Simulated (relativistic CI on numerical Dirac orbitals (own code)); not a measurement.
**Charge states of osmium**

Calculated at this level of theory: Dirac-Coulomb-Breit CI, separate exchange-only KLI orbitals for each configuration, QED by a radiative potential, valence Slater integrals scaled by 0.9 (own radial code, finite nucleus).

Each species is treated in one configuration, given outside its closed core. Radial values are for the open shell of highest l, unscaled and averaged over j; ζ includes the Breit term. Labels give the leading LS character, summed over repeated terms.

| Ion | Configuration | Its lowest level | LS weight (%) | Next level | E (cm⁻¹) | g_J | g√(J(J+1)) | F² (cm⁻¹) | F⁴ (cm⁻¹) |
| --- | --- | --- | --- | --- | --- | --- | --- | --- | --- |
| Os | 4f14 5d6 6s2 | 5D_4 | 89 | 5D_3 | 3584.1 | 1.470 | 6.57 | 55310 | 36000 |
| Os+ | 4f14 5d6 6s | ? | ? | ? | ? | ? | ? | ? | ? |
| Os2+ | 4f14 5d6 | 5D_4 | 89 | 5D_3 | 3865.8 | 1.472 | 6.58 | 60680 | 39950 |
| Os3+ | 4f14 5d5 | 6S_5/2 | 91 | J = 5/2 (mixed) | 18993 | 1.964 | 5.81 | 64620 | 42880 |
| Os4+ | 4f14 5d4 | 5D_0 | 73 | 5D_1 | 3347.5 |  | 0.00 | 68100 | 45480 |
| Os5+ | 4f14 5d3 | 4F_3/2 | 86 | 4F_5/2 | 5661.5 | 0.466 | 0.90 | 71210 | 47820 |
| Os6+ | 4f14 5d2 | 3F_2 | 89 | 3F_3 | 9539.8 | 0.705 | 1.73 | 74050 | 49960 |
| Os7+ | 4f14 5d | 2D_3/2 | 100 | 2D_5/2 | 12842 | 0.799 | 1.55 |  |  |
| Os8+ | 4f14 | 1S_0 | 100 |  |  |  | 0.00 |  |  |
| Os9+ | 4d10 4f14 5s2 5p5 | 2P°_3/2 | 100 | 2P°_1/2 | 114480 | 1.333 | 2.58 |  |  |
| Os10+ | 4d10 4f14 5s2 5p4 | 3P_2 | 74 | 1S_0 | 26420 | 1.369 | 3.35 | 100600 |  |
| Os11+ | 4d10 4f14 5s2 5p3 | J = 3/2 (mixed) | 42 | 4S°_3/2 | 104580 | 1.440 | 2.79 | 102100 |  |
| Os12+ | 4d10 4f14 5s2 5p2 | 3P_0 | 75 | 3P_1 | 111210 |  | 0.00 | 103500 |  |
| Os13+ | 4d10 4f13 5s2 5p2 | J = 7/2 (mixed) | 32 | J = 5/2 (mixed) | 24873 | 1.147 | 4.55 |  |  |
| Os14+ | 4d10 4f14 5s2 | 1S_0 | 100 |  |  |  | 0.00 |  |  |
| Os15+ | 4d10 4f13 5s2 | 2F°_7/2 | 100 | 2F°_5/2 | 22088 | 1.141 | 4.53 |  |  |
| Os16+ | 4d10 4f12 5s2 | 3H_6 | 98 | 3F_4 | 9065.5 | 1.162 | 7.53 | 199900 | 128000 |
| Os17+ | 4d10 4f12 5s | 4H_13/2 | 99 | 4H_11/2 | 7788.9 | 1.227 | 8.57 | 201700 | 129300 |
| Os18+ | 4d10 4f12 | 3H_6 | 98 | 3F_4 | 9253.2 | 1.162 | 7.53 | 203700 | 130800 |
| Os19+ | 4d10 4f11 | 4I°_15/2 | 94 | 4I°_13/2 | 20144 | 1.189 | 9.50 | 208500 | 134100 |
| Os20+ | 4d10 4f10 | 5I_8 | 83 | 5I_7 | 19343 | 1.225 | 10.39 | 213200 | 137400 |
| Os21+ | 4d10 4f9 | 6H°_15/2 | 78 | 6H°_13/2 | 16416 | 1.297 | 10.35 | 217800 | 140600 |
| Os22+ | 4d10 4f8 | 7F_6 | 79 | 7F_5 | 11784 | 1.458 | 9.45 | 222400 | 143700 |
| Os23+ | 4d10 4f7 | 8S°_7/2 | 82 | J = 7/2 (mixed) | 56403 | 1.941 | 7.70 | 226900 | 146900 |

(1) Fill in the row of Os+.

With one configuration, terms of near-neutral atoms and ions can be 10 to 25 % off, and close levels can change places.

Results:

(1) Its lowest level 6D_9/2; LS weight (%) 93; Next level 6D_7/2; E (cm⁻¹) 3134.5; g_J 1.540; g√(J(J+1)) 7.66; F² (cm⁻¹) 57870; F⁴ (cm⁻¹) 37880.
